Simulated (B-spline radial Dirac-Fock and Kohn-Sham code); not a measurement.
## Zr³¹⁺: scattering cross sections and density moments

System: Zr³¹⁺, [He] 2s2 2p5.

The computed values come from a radial finite-basis atomic code: relativistic Hartree-Fock (Dirac-Fock) wave functions, averaged over the configuration.

* Sum of ⟨r⟩: 1.072 bohr
* Sum of ⟨r²⟩: 0.1752 bohr²
* Sum of ⟨1/r⟩: 148.40 per bohr
* Langevin diamagnetic susceptibility: -0.139 × 10⁻⁶ cm³/mol
* Lamb shielding (α²/3)Σ⟨1/r⟩: 2634 ppm

Coherent scattering is the Thomson cross section weighted by f₀², without anomalous dispersion; incoherent scattering is Klein-Nishina weighted by S. The Lamb formula is the non-relativistic shielding expression. Electron correlation is left out. A dash stands where the photon energy is too low for the impulse approximation behind that column.

| hν (keV) | coherent (b) | incoherent (b) | incoherent per electron (b) |
| --- | --- | --- | --- |
| 1 | 53.83 | – | – |
| 5 | 52.65 | – | – |
| 10 | 49.22 | – | – |
| 30 | 28.15 | 1.686 | 0.187 |
| 50 | 15.09 | 2.622 | 0.291 |
| 100 | 5.377 | 3.293 | 0.366 |
| 200 | 1.662 | 3.239 | 0.360 |
| 1000 | 0.07684 | 1.877 | 0.209 |

Incoherent scattering overtakes coherent scattering between 100 and 200 keV.
